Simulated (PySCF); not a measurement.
C2H5BrSn, SMILES C=[CH][SnH2][Br].

The structure is a stationary point at r2SCAN-D4/def2-SVP. The structure was generated by enumeration; whether it is a known compound was not checked. The def2 effective core potentials stand for the cores of Sn; spin–orbit coupling is left out. Other conformers were not sampled.

Calculation: PySCF with IEF-PCM-B3LYP/def2-SVP.

The values are the electrostatic part of the solvation free energy, E(continuum) − E(gas) at the gas-phase geometry, in a cavity of scaled van der Waals radii (PySCF's table); cavitation and dispersion terms are not included. A continuum can't describe solvent molecules that bind to the metal. In vacuum the orbital gap is 6.21 eV. The dipole moment in vacuum is 2.85 D.

Problem. Estimate the values in water (ε = 78.36), benzene (ε = 2.27), acetone (ε = 20.49). (The exact figures need the calculation; the answer reports its results.)

Solution. 
```json
[
 {"solvent": "water", "ε": "78.36", "ΔG(elec) (kcal/mol)": "-3.1", "dipole (D)": "3.78", "gap (eV)": "6.48"},
 {"solvent": "benzene", "ε": "2.27", "ΔG(elec) (kcal/mol)": "-1.4", "dipole (D)": "3.27", "gap (eV)": "6.35"},
 {"solvent": "acetone", "ε": "20.49", "ΔG(elec) (kcal/mol)": "-2.9", "dipole (D)": "3.73", "gap (eV)": "6.47"}
]
```
